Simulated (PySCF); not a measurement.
# Finite-field polarisability of Al (aluminium, neutral)

[Ne] 3s2 3p1, 2P determinant. Computed with PySCF 2.14 in def2-TZVPPD (6s5p4d1f, 48 functions), with no relativity, point nucleus. Frozen: [Ne]. Energy changes in a uniform field (μhartree):

```
axis  F (au)        HF       MP2      CCSD   CCSD(T)
   x   0.002  -101.753   -99.321   -96.988   -96.860
   x   0.004  -407.015  -397.285  -387.962  -387.453
   y  0.0016   -96.269   -93.020   -90.845   -90.626
   y  0.0032  -385.056  -372.031  -363.360  -362.482
```

By symmetry the remaining axis equals x.

Question: Derive α along x at CCSD(T) from the two fields.

Answer: With ΔE = −αF²/2 − γF⁴/24, α = −(16 ΔE(F) − ΔE(2F))/(6F²) = 48.43 bohr³.

Question: And the mean polarisability at each level?

Answer: The components xx, yy, zz at CCSD(T) are 48.43, 70.80, 48.43, the third axis being equal by symmetry to one of the two computed. Means: HF 58.99, MP2 57.33, CCSD 55.99, CCSD(T) 55.89 bohr³. Reference: 57.8 ± 1 bohr³ (recommended; Schwerdtfeger and Nagle, table of static dipole polarizabilities (2023 update)).
